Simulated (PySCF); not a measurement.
AlCl, charge -1, doublet, geometry from GFN2-xTB of the parent state (such geometries of metal compounds can be far from the true shape) (a state made from the parent by changing its charge; the spin is typed, not shown lowest) (in this run its highest filled SCF level lies above zero, so its values depend strongly on the basis, on diffuse functions most of all); MP2/pcseg-1 run with PySCF.

Input for PySCF:
```python
from pyscf import gto, scf, mp

mol = gto.M(
    atom='''
Al   -0.000000   -0.000000   -1.154140
Cl    0.000000    0.000000    0.882577
''',
    basis='pcseg-1',
    charge=-1,
    spin=1,
    verbose=3,
)

mf = scf.UHF(mol)
mf.kernel()

pt = mp.MP2(mf)
pt.kernel()
print('E(MP2) = %.10f' % pt.e_tot)
mf.analyze()
```

It wrote (shortened):

```
converged SCF energy = -701.398502996035  <S^2> = 0.76053697  2S+1 = 2.0105094
E(UMP2) = -701.583207796998  E_corr = -0.184704800962995
E(SCS-UMP2) = -701.578051115169  E_corr = -0.17954811913372
E(MP2) = -701.5832077970
**** MO energy ****
                             alpha | beta                alpha | beta
MO #1   energy= -104.586730361537  | -104.586043514761  occ= 1 | 1
MO #2   energy= -58.2526480807271  | -58.2508889049288  occ= 1 | 1
MO #3   energy= -10.3347881314895  | -10.3340624011443  occ= 1 | 1
MO #4   energy= -7.81346376747682  | -7.81319142527378  occ= 1 | 1
MO #5   energy= -7.81260950476844  | -7.81149869794613  occ= 1 | 1
MO #6   energy= -7.81163257441384  | -7.80975715293795  occ= 1 | 1
MO #7   energy= -4.68608442449742  | -4.68405236707388  occ= 1 | 1
MO #8   energy= -3.00804877193719  | -3.00537488581489  occ= 1 | 1
MO #9   energy= -3.00534191744484  | -3.00337677781153  occ= 1 | 1
MO #10  energy= -3.00421597959939  | -2.99652403094066  occ= 1 | 1
MO #11  energy= -0.896815677725335 | -0.891672547001732 occ= 1 | 1
MO #12  energy= -0.376908140407225 | -0.366532124426372 occ= 1 | 1
MO #13  energy= -0.299534323523162 | -0.290331269012854 occ= 1 | 1
MO #14  energy= -0.290831607120785 | -0.283484270578077 occ= 1 | 1
MO #15  energy= -0.132848902362877 | -0.0955938746867229 occ= 1 | 1
MO #16  energy= 0.0094868324394819 | 0.221616385611814  occ= 1 | 0
MO #17  energy= 0.207716180597556  | 0.24817352327444   occ= 0 | 0
MO #18  energy= 0.262322024357238  | 0.274479772747849  occ= 0 | 0
MO #19  energy= 0.410149602790493  | 0.424088331998096  occ= 0 | 0
MO #20  energy= 0.417035756086962  | 0.449311079473943  occ= 0 | 0
MO #21  energy= 0.444151005741243  | 0.475773074848759  occ= 0 | 0
MO #22  energy= 0.54838220529831   | 0.550231571711352  occ= 0 | 0
MO #23  energy= 0.667523076573917  | 0.672684558334578  occ= 0 | 0
MO #24  energy= 0.747857856781856  | 0.751728172208528  occ= 0 | 0

To work with the spin densities directly, `use mulliken_meta_spin()` only printing them here.

 ** Mulliken spin pop alpha/beta on meta-lowdin orthogonal AOs **
 ** Mulliken Spin Density (per atom)  **
spin density of  0 Al =      0.96108
spin density of  1 Cl =      0.03892
 ** Mulliken pop alpha/beta on meta-lowdin orthogonal AOs **
 ** Mulliken atomic charges   ( Nelec_alpha | Nelec_beta ) **
charge of  0Al =     -0.54811  (     7.25459      6.29351 )
charge of  1Cl =     -0.45189  (     8.74541      8.70649 )

WARN: System has nonzero charge -1; the dipole moment is origin-dependent.
Location of origin: [0. 0. 0.]

Dipole moment(X, Y, Z, Debye): -0.00000,  0.00000,  4.39520
```
